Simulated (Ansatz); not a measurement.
`OC1(F)[SiH2][Se]1` + CH₄ → `CC1(O)[SiH2][Se]1` + H–F  (formal exchange of groups at a C–F bond)

Program: Ansatz. Geometries: PBE0-D4/def2-TZVP. ΔE: electronic, gas phase. CCSD(T)/CBS adds triple-zeta CCSD(T) − MP2 to the extrapolated MP2 energy (def2 sets, frozen cores). This one scheme is used for every species. For Se outer-core shells are correlated without core-valence functions, which leaves a few kJ/mol of doubt a bond. Scalar relativity is left out up to krypton. One conformer a species, not always the lowest.

| species | MP2/def2-QZVPP energy (Eh) |
| --- | --- |
| `OC1(F)[SiH2][Se]1` | -2904.24024 |
| CH₄ | -40.42633 |
| `CC1(O)[SiH2][Se]1` | -2844.31858 |
| H–F | -100.36692 |

Question: Work out ΔE.

Answer: ΔE = (-2844.31858) + (-100.36692) − (-2904.24024) − (-40.42633) = -0.01893 Eh = -49.7 kJ/mol. CCSD(T)/CBS gives -40.3 kJ/mol.

Largest T1 diagnostic among the species: 0.012.

The D4 term adds −9.4 kJ/mol with B3LYP and −5.2 kJ/mol with PBE0; it sums over pairs of atoms, weighted by their polarisabilities, and B3LYP, whose exchange is more repulsive, gets the larger term. From PBE to PBE0 (25 % exact exchange), in def2-TZVPP and without D4, ΔE moves by −7.9 kJ/mol. In def2-TZVPP, CCSD(T) changes the Hartree–Fock value by −19.1 kJ/mol (the triples alone add −1.2 kJ/mol) and MP2 by −30.1 kJ/mol.

B3LYP here is the variant with VWN-RPA as its local correlation; programs differ in this.
